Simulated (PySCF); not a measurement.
One of the candidates below gave these computed data.

All candidates are C4H9ClSSi2.

- Rotational structure: rotational constants A, B, C: 2.021, 0.504, 0.420 GHz [GFN2-xTB]
- 1H NMR: chemical shifts (computed TMS as zero) by class: 6.74 (1 H), 6.70 (1 H), 6.64 (1 H), 6.62 (1 H), 6.43 (1 H), 6.25 (1 H), 5.99 (1 H), 5.22 (1 H), 5.16 (1 H) ppm [GIAO PBE0/pcSseg-1]
- Dipole: 0.93 D [PBE0/pcSseg-1]
- 13C NMR: chemical shifts (computed TMS as zero) by class: 146.9 (1 C), 146.1 (1 C), 144.9 (1 C), 134.4 (1 C) ppm [GIAO PBE0/pcSseg-1]
- NMR, other nuclei: isotropic shieldings of nuclei other than C and H, by class: 348 (1 Si), 384 (1 Si), 748 (1 S), 890 (1 Cl) ppm [GIAO PBE0/pcSseg-1]

Electronic properties: PySCF, gas phase, density fitting. Levels stand in brackets. The structure is a single GFN2-xTB conformer in the gas phase; no vibrational or solvent corrections. NMR values are class means; diastereotopic atoms form classes of their own.

Task: Which candidate is it?
A. `C#C[Si@H](Cl)S[SiH2]CC`
B. `C=C[SiH2]S[Si@H](Cl)C=C`
C. `CC#C[Si@@H](Cl)S[SiH2]C`

Result: B. It is `C=C[SiH2]S[Si@H](Cl)C=C`. Numbering: `[CH2:1]=[CH:2][SiH2:3][S:4][Si@H:5]([Cl:6])[CH:7]=[CH2:8]`. Its formula, C4H9ClSSi2, gives 2 degrees of unsaturation: 0 rings and 2 π bonds in the structure found. 4 carbons fall into 4 classes; from least to most shielded: terminal =CH2 carbon [C1] (146.9 ppm), terminal =CH2 carbon [C8] (146.1 ppm), alkene CH carbon [C7] (144.9 ppm), alkene CH carbon [C2] (134.4 ppm). Hydrogen classes from least to most shielded: 1 H on a terminal =CH2 carbon, C1 (6.74 ppm), 1 H on a terminal =CH2 carbon, C8 (6.70 ppm), 1 H on a terminal =CH2 carbon, C1 (6.64 ppm), 1 H on an alkene CH carbon, C7 (6.62 ppm), 1 H on an alkene CH carbon, C2 (6.43 ppm), 1 H on a terminal =CH2 carbon, C8 (6.25 ppm), 1 H on a chlorine-bound silicon, Si5 (5.99 ppm), 1 H on an SiH2 silicon, Si3 (5.22 ppm), 1 H on an SiH2 silicon, Si3 (5.16 ppm). The other shieldings belong to: 348 ppm, chlorine-bound silicon [Si5]; 384 ppm, SiH2 silicon [Si3]; 748 ppm, sulfur bonded to 2 Si [S4]; 890 ppm, silicon-bound chlorine [Cl6]. The optimised geometry has point group C1 and is an asymmetric top.

The others, at the same levels:
- `C#C[Si@H](Cl)S[SiH2]CC` fails: its computed 13C shifts are 105.1 (1 C), 87.6 (1 C), 10.3 (1 C), 8.9 (1 C) ppm, 1H shifts are 5.67 (1 H), 5.01 (1 H), 4.93 (1 H), 2.30 (1 H), 1.23 (1 H), 1.22 (3 H), 1.17 (1 H) ppm and rotational constant A is 1.493 GHz (against 2.021 GHz).
- `CC#C[Si@@H](Cl)S[SiH2]C` fails: its computed 13C shifts are 115.4 (1 C), 84.6 (1 C), 5.8 (1 C), -4.3 (1 C) ppm, 1H shifts are 5.83 (1 H), 4.93 (1 H), 4.83 (1 H), 2.15 (3 H), 0.48 (3 H) ppm and rotational constant A is 1.654 GHz (against 2.021 GHz).

Each candidate is one conformer, not necessarily the lowest. The conformers computed, where there is a choice (atom-mapped SMILES and torsion angles):
- `[CH2:1]=[CH:2][SiH2:3][S:4][Si@H:5]([Cl:6])[CH:7]=[CH2:8]`: C1–C2–Si3–S4 0°, C2–Si3–S4–Si5 -172°, Si3–S4–Si5–Cl6 -52°, S4–Si5–C7–C8 -170°
- `[CH:1]#[C:2][Si@H:3]([Cl:4])[S:5][SiH2:6][CH2:7][CH3:8]`: C2–Si3–S5–Si6 59°, Si3–S5–Si6–C7 -176°, S5–Si6–C7–C8 175°
- `[CH3:1][C:2]#[C:3][Si@@H:4]([Cl:5])[S:6][SiH2:7][CH3:8]`: C3–Si4–S6–Si7 -162°, Si4–S6–Si7–C8 -172°
